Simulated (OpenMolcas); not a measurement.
Ru3+ among 6 point charges of -1.7 e arranged as a trigonal prism (D3h), 2.15 Å from the ion, with a polar angle of 55.5° against the regular 49.1°.

* Program: OpenMolcas 26.06
* Method: CASSCF
* Basis: ANO-RCC-VDZP [6s5p3d1f]
* Scalar Hamiltonian: DKH2, point nucleus
* Active space: 5 electrons in 5 orbitals (4d)
* State averaging: 2S+1 = 6 even, 1 root; 2S+1 = 4 even, 24 roots; 2S+1 = 2 even, 75 roots
* Spin-orbit coupling: state interaction with AMFI integrals over the reference wave functions

**Question.** What is the spin-free ground state (labels of D3, the rotations of D3h)?

**Answer.** 6A1, 1-fold in its orbital part, 100 % from free-ion S terms; it has the highest spin that d5 allows.

**Question.** What are the lowest two levels with spin-orbit coupling?

**Answer.** A 2-fold level E1/2 with g = 0.00, 0.00, 10.00, then a 2-fold level E3/2 3.7 cm-1 above it. Their leading multiplicities are 6 (99 %) and 6 (99 %).

**Question.** What is χT at 300 K, and how does it compare with the textbook value?

**Answer.** The lowest level has 2S+1 = 6, for which the spin-only value is χT = S(S+1) / 2 = 4.375 cm3 K/mol (g = 2). The computed 4.373 at 300 K differs by -0.002, through a little spin-orbit mixing out of the ground term, against the free-electron g of 2.0023, which raises it.

Without dynamic correlation the repulsion within the d shell is too large (B by tens of per cent), so at a given field states of lower spin stand too high. Point charges give a weaker field than real ligands, and real ions of this kind are as a rule low spin; the high spin found here belongs to the model. This is an electrostatic model: the charges have no orbitals. No measured value stands beside these numbers.
